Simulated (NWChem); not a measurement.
System: SbH2O2F; SMILES [OH][Sb]([OH])[F]

Input file for NWChem:

```
start job
memory heap 200 mb stack 900 mb global 1100 mb
geometry units angstroms noautoz
  Sb     0.078305    -0.085945     0.398188
  F      0.543022     1.661393    -0.315313
  O      0.891306    -1.141386    -1.045443
  H      0.523459    -0.938617    -1.916504
  O     -1.746147     0.064881    -0.333910
  H     -1.806079     0.841630    -0.908390
end
basis spherical
  * library 3-21g
end
dft
  xc xpbe96 cpbe96
  iterations 150
  mulliken
end
task dft energy
```

All runs use the structure optimised with PBE0/def2-SVP (def2 core potentials past Kr).

Question: What results follow from this input? (PBE/3-21G, non-relativistic.) Quantities: basis functions; energy (Ha); highest occupied level (eV); orbital gap (eV); dipole (D).

Answer: 
| Quantity | Result |
|---|---|
| number of basis functions | 62 |
| energy (Ha) | -6537.60 |
| highest occupied level (eV) | -6.14 |
| orbital gap (eV) | 5.10 |
| dipole (D) | 0.94 |
